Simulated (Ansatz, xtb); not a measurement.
## A geometry optimisation of C4H9AlS with r2SCAN-D4/def2-SVP

The starting geometry of this gas-phase singlet was built from a drawn formula by distance geometry and a force field; its bonds are those of `C=C[CH2][AlH][CH2]S`.

```xyz
15

C    -0.6590    0.0689    2.0953
C    -0.0128    0.2833    0.9038
C    -0.1591   -0.5109   -0.3197
C    -3.6225   -0.2108   -0.3504
Al   -1.8502    0.0028   -1.2644
S    -4.3894    1.3972   -0.1442
H    -1.4188   -0.7858    2.0759
H    -0.5178    0.6668    2.9430
H     0.7072    1.1284    0.9028
H    -0.2016   -1.5691   -0.0784
H     0.6583   -0.3001   -0.9990
H    -1.7355    0.6846   -2.7388
H    -4.2496   -0.8246   -1.0860
H    -3.4734   -0.7294    0.5596
H    -3.4484    1.7730    0.8335
```

Predict what it relaxes into with r2SCAN-D4/def2-SVP.

A new bond forms, giving a structure given below by its coordinates. Contacts that close: Al5–S6 (3.11 → 2.48 Å).

The energy falls by 0.80 eV over 17 steps:

```csv
step,E − E(last) (eV)
1,0.802
3,0.304
5,0.144
6,0.064
8,0.011
10,0.005
12,0.001
13,0.001
15,0.000
17,0.000
```

Final geometry (Å):

```yaml
atoms:
  - { symbol: C, position_ang: [-0.8085, -0.0315, 2.1290] }
  - { symbol: C, position_ang: [-0.2975, 0.4197, 0.9667] }
  - { symbol: C, position_ang: [-0.2328, -0.3112, -0.3237] }
  - { symbol: C, position_ang: [-3.5845, -0.3409, -0.4240] }
  - { symbol: Al, position_ang: [-1.8997, -0.0805, -1.3917] }
  - { symbol: S, position_ang: [-3.3885, 1.5265, -0.2194] }
  - { symbol: H, position_ang: [-1.1861, -1.0562, 2.2289] }
  - { symbol: H, position_ang: [-0.8344, 0.6004, 3.0215] }
  - { symbol: H, position_ang: [0.0687, 1.4576, 0.9420] }
  - { symbol: H, position_ang: [-0.1539, -1.4025, -0.1565] }
  - { symbol: H, position_ang: [0.6399, -0.0014, -0.9223] }
  - { symbol: H, position_ang: [-1.9233, 0.1186, -2.9658] }
  - { symbol: H, position_ang: [-4.5181, -0.4752, -0.9895] }
  - { symbol: H, position_ang: [-3.6853, -0.7942, 0.5716] }
  - { symbol: H, position_ang: [-2.5684, 1.4450, 0.8663] }
```

From the same start GFN2-xTB reaches the same bonding as this run.

The end wasn't checked by frequencies. Run with Ansatz 0.2.0, 64 s on 2 threads of Intel(R) Xeon(R) Platinum 8259CL CPU @ 2.50GHz (Skylake/Cascade Lake), with other jobs on the host.
